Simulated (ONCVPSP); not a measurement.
What the settings do to the ONCV potential of Si (Z = 14)

Base potential:

| Item | Value |
| --- | --- |
| Element | Si |
| Generator | ONCVPSP 4.0.1 |
| Type | optimised norm-conserving Vanderbilt (ONCV) |
| Functional | PBE |
| Relativity | scalar-relativistic |
| Frozen core | [Ne] |
| Valence charge | 4 |
| Reference configuration | 3s2 3p1 (charge +1) |
| Partial waves | 3s: rc 1.65 bohr, ncon 4, nbas 8, qcut 4.5 1/bohr, 3 projectors, debl 2.5 Ha; 3p: rc 1.70 bohr, ncon 4, nbas 9, qcut 4 1/bohr, 2 projectors, debl 2.8 Ha; d scattering state at 0.03 Ha: rc 1.60 bohr, ncon 5, nbas 8, qcut 7.1 1/bohr, 1 projector |
| Local potential | polynomial inside 1.10 bohr (lpopt 5, dvloc0 0 Ha) |
| Core correction | Teter function, parameters optimised by the program |

Cutoffs, loose and tight: the cutoffs (Ha) at which the residual kinetic energy of the hardest occupied pseudo-wave falls to 1 and 0.1 mHa per electron. They do not see the model core or the augmentation charge, which bear on the density cutoff. Test errors are all-electron minus pseudo excitation energies from the reference, over the configurations 3s2 3p2; 3s2 3p0; 3s1 3p0; 3s1 3p3. A dash means not determined; rows that change the core or the reference have their own tests.

1 further variants are left out, since the program set their typed debl aside.

A true bound ghost makes a file unfit for plane-wave use even where its test errors are small: the radial tests pick states by their node count and pass the ghost by.

| change | outcome | cutoff, loose | cutoff, tight | bound ghosts | GHOST(+) flags above zero | largest test error (meV) |
| --- | --- | --- | --- | --- | --- | --- |
| base | generated | 8.1 Ha | 11 Ha | none | s | +36 |
| d: qcut 6.9 | generated | 8.1 Ha | 11 Ha | none | s | +36 |
| p: qcut 3.2 | generated | 8.1 Ha | 11 Ha | none | s | +38 |
| local potential polynomial inside 1.10 bohr (lpopt 5, dvloc0 4 Ha) | generated | 8.1 Ha | 11 Ha | none | s | +36 |

Task: What comes out with this change to the base: s: qcut 6.1; p: qcut 5.4; d: qcut 9.6?

Result: outcome: generated; cutoff, loose: 8.6 Ha; cutoff, tight: 11 Ha; bound ghosts: s; GHOST(+) flags above zero: none; largest test error (meV): +37.

Task: What comes out with this change to the base: reference 3s2 3p2?

Result: outcome: generated; cutoff, loose: 8.0 Ha; cutoff, tight: 10 Ha; bound ghosts: none; GHOST(+) flags above zero: s; largest test error (meV): +53.
